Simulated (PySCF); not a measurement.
**KAl⁺ from Hartree–Fock to correlated methods**

State: ²Σ⁺ (doublet), unpaired electrons σ ↑. Set-up: basis K aug-pcseg-1, Al aug-pcseg-1; no relativity; PySCF 2.14. De refers to K⁺ + Al in their high-spin ground configurations, without counterpoise correction. The functionals are run spin-unrestricted. A positive dipole points towards Al; it is taken about the centre of mass and depends on that origin.

| Level | Re (Å) | ωe (cm⁻¹) | De (eV) | μ (D) |
| --- | --- | --- | --- | --- |
| UHF | 4.022 | 89.3 | 0.480 | -4.70 |
| UHF-MP2 | 3.943 | 94.3 | 0.54 | n/a |
| UHF-SCS-MP2 | 3.954 | 93.3 | 0.53 | n/a |
| UHF-CCSD | 3.951 | 92.8 | 0.53 | n/a |
| UHF-CCSD(T) | 3.945 | 93.3 | 0.53 | n/a |
| PBE | 3.898 | 92.4 | 0.63 | -3.45 |
| PBEsol | 3.872 | 93.6 | 0.64 | -3.43 |
| r²SCAN | 3.910 | 94.0 | 0.55 | -4.12 |
| PBE0 | 3.870 | 96.8 | 0.59 | -3.84 |
| r²SCAN0 | 3.881 | 97.4 | 0.55 | -4.17 |
| HSE06 | 3.873 | 96.1 | 0.59 | -3.80 |
| M06-2X | 3.805 | 105 | 0.60 | -3.81 |

The bond length runs from 3.805 Å (M06-2X) to 4.022 Å (UHF). De spans 0.48 eV (UHF, mean field) to 0.64 eV (PBEsol, GGA). Correlation at CCSD(T) changes the Hartree–Fock bond energy by +0.05 eV; the triples alone change it by +0.00 eV.

Correlated steps freeze 10 core orbitals. Correlated levels converge slowly with the basis: in double zeta they bind strong bonds too weakly, by up to about 1 eV, and carry superposition errors of some tenths. For an ion De counts to the pair picked by the measured ionisation energies or electron affinities, which need not be the lowest pair at this level. The state is the lowest determinant that a PBE0 search found; another state may lie lower at other levels.
